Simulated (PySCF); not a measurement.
# How methods differ on the excitation energy of Zr⁺

Zr⁺ [Kr] 4d2 5s1 (4F) → Zr⁺ [Kr] 4d1 5s1 5p1 (high-spin determinant), as a difference of total energies. All numbers are calculated (PySCF 2.14, the spin-free X2C one-electron Hamiltonian (Gaussian nucleus), in x2c-TZVPPall with one added diffuse shell each of s, p, d, f type (9s7p7d3f1g, 95 functions)). Correlated levels: valence and next inner shell: [Ar] 3d10 frozen. The calculations carry no spin-orbit coupling.

```csv
method,excitation energy (eV)
UHF,4.296
MP2 (valence and next inner shell),4.458
SCS-MP2 (valence and next inner shell),4.449
CCSD (valence and next inner shell),4.408
CCSD(T) (valence and next inner shell),4.348
```

Problem. How much does correlation contribute at CCSD(T) (valence and next inner shell)?

Solution. 4.348 − (4.296) = 0.052 eV, measured against UHF.

A first-order spin-orbit estimate (lowest level to lowest level, LS coupling) adds -0.030 eV.

The coupled-cluster amplitudes are large for the upper state (T1 above 0.03 or a double amplitude above 0.15), so a single reference is strained.

The determinant of the upper state mixes LS terms, which raises its energy above the lowest term, most at the Hartree-Fock and MP2 levels.
